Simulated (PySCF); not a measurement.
Orbital picture of SnH⁺

PBE0 at R = 1.762 Å; basis Sn def2-TZVPPD with ECP28, H def2-TZVPPD; scalar-relativistic core potentials; PySCF 2.14. State: ¹Σ⁺ (singlet), closed shell. Only the outer orbitals are listed, counted within each symmetry, core potentials removing the inner ones.

```csv
orbital,occ.,ε (eV),on Sn (%),main shells (%)
1δ,2,-36.54,100,100 Sn d
1δ,2,-36.54,100,100 Sn d
2π,2,-36.13,100,100 Sn d
2π,2,-36.13,100,100 Sn d
3σ,2,-36.06,100,100 Sn d
4σ,2,-19.74,83,"82 Sn s, 16 H s"
5σ,2,-13.89,62,"46 Sn p, 38 H s, 14 Sn s"
3π,0,-9.41,99,99 Sn p
3π,0,-9.41,99,99 Sn p
6σ,0,-4.99,70,"37 Sn p, 26 H s, 23 Sn d"
```

Task: Which are the highest filled and the lowest empty level, where do they sit, and how wide is the gap?

Result: Highest filled 5σ at -13.89 eV (in %: 46 Sn p, 38 H s, 14 Sn s); lowest empty 3π at -9.41 eV (in %: 99 Sn p); the gap at PBE0 is 4.48 eV.

| Property | Result |
| --- | --- |
| bond order (Mayer) | 0.99 |
| ⟨S²⟩ | 0.000 |
| charge on Sn (Mulliken, basis-dependent) | 1.09 |
| charge on Sn (Löwdin, basis-dependent) | 1.28 |
| dipole moment (positive dipole points towards H; it is taken about the centre of mass and depends on that origin) | 0.04 D |
| polarisability along the bond | 36.0 bohr³ |
| polarisability across the bond | 25.3 bohr³ |

Spin–orbit coupling is left out.
